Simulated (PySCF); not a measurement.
## Dipole polarisabilities along the alkaline earths

Calculated with PySCF 2.14 for the ground configurations, without spin-orbit coupling: coupled response for Hartree-Fock and DFT, finite fields for MP2 and CCSD(T), with Be 1s2; Mg 1s2; Ca [Ne]; Sr nothing; Ba nothing frozen. Mean α in bohr³, C₆ of like pairs in atomic units.

```json
{"species": "Be [He] 2s2 (def2-TZVPPD, non-relativistic)", "α UHF": "45.57", "α PBE": "42.92", "α PBE0": "42.94", "α MP2": "41.85", "α CCSD(T)": "36.70", "α recommended (Schwerdtfeger and Nagle)": "37.74 ± 0.03", "C₆ UHF": "282.0", "C₆ PBE": "256.7", "C₆ PBE0": "257.4"}
{"species": "Mg [Ne] 3s2 (def2-TZVPPD, non-relativistic)", "α UHF": "81.31", "α PBE": "73.30", "α PBE0": "74.97", "α MP2": "73.26", "α CCSD(T)": "72.87", "α recommended (Schwerdtfeger and Nagle)": "71.2 ± 0.4", "C₆ UHF": "762.0", "C₆ PBE": "648.3", "C₆ PBE0": "673.9"}
{"species": "Ca [Ar] 4s2 (def2-TZVPPD, non-relativistic)", "α UHF": "183.8", "α PBE": "159.4", "α PBE0": "165.2", "α MP2": "146.2", "α CCSD(T)": "162.5", "α recommended (Schwerdtfeger and Nagle)": "160.8 ± 4", "C₆ UHF": "2744", "C₆ PBE": "2207", "C₆ PBE0": "2332"}
{"species": "Sr [Kr] 5s2 (def2-TZVPPD with the def2 core potential (28 electrons), ECP)", "α UHF": "230.7", "α PBE": "195.3", "α PBE0": "203.6", "α MP2": "174.6", "α CCSD(T)": "202.5", "α recommended (Schwerdtfeger and Nagle)": "197.2 ± 0.2", "C₆ UHF": "4030", "C₆ PBE": "3149", "C₆ PBE0": "3352"}
{"species": "Ba [Xe] 6s2 (def2-TZVPPD with the def2 core potential (46 electrons), ECP)", "α UHF": "325.6", "α PBE": "270.2", "α PBE0": "283.1", "α MP2": "265.6", "α CCSD(T)": "316.6", "α recommended (Schwerdtfeger and Nagle)": "272 ± 10", "C₆ UHF": "6999", "C₆ PBE": "5374", "C₆ PBE0": "5756"}
```

Hartree-Fock lacks correlation. MP2 and CCSD(T) carry the error of the frozen core. All values carry a basis error.
